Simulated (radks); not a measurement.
The numbers below are computed, except where a source is named.
All-electron atom: Re+ in [Xe] 4f13 5d6 6s1 (not the ground configuration). Code: a radial shooting solver on a logarithmic mesh with Libxc functionals. Model: scalar-relativistic Kohn-Sham, LDA (Slater exchange, Perdew-Wang correlation), spin-polarised, spherical densities, finite nucleus; open shells are filled with parallel spins first (spin-orbit coupling, left out, can overturn this in heavy ions); Fermi nuclear charge, rms radius 5.3698 fm.

Normalised radial functions P(r) = r R(r), r in bohr:

r          6s down
0.0009077   0.0208
0.001057    0.0233
0.00123     0.0261
0.001432    0.0291
0.001667    0.0324
0.001941    0.0359
0.002242    0.0394
0.00261     0.0433
0.003038    0.0473
0.003537    0.0513
0.004117    0.0551
0.004793    0.0586
0.00558     0.0615
0.006496    0.0635
0.007562    0.0643
0.008804    0.0633
0.01025     0.0601
0.01193     0.0543
0.01389     0.0453
0.01617     0.0327
0.01882     0.0164
0.02192    -0.0033
0.02531    -0.0244
0.02946    -0.0480
0.0343     -0.0705
0.03993    -0.0888
0.04649    -0.0991
0.05412    -0.0975
0.063      -0.0807
0.07335    -0.0476
0.08539    -0.0003
0.0994      0.0545
0.1157      0.1054
0.1347      0.1382
0.1568      0.1388
0.1826      0.0994
0.2126      0.0230
0.2474     -0.0731
0.2858     -0.1559
0.3327     -0.2033
0.3873     -0.1855
0.4509     -0.0980
0.5249      0.0389
0.6111      0.1849
0.7114      0.2925
0.8281      0.3228
0.9641      0.2581
1.122       0.1074
1.307      -0.0976
1.521      -0.3135
1.771      -0.4988
2.061      -0.6235
2.4        -0.6736
2.794      -0.6510
3.227      -0.5749
3.756      -0.4581
4.373      -0.3289
5.091      -0.2106
5.926      -0.1187
6.899      -0.0580
8.032      -0.0241
9.35       -0.0083

6s down (empty): eigenvalue -11.889 eV, 5 radial nodes at r = 0.0214, 0.0855, 0.221, 0.504, 1.22 bohr, <r> = 2.88 bohr, 90 % of the charge inside 4.23 bohr.
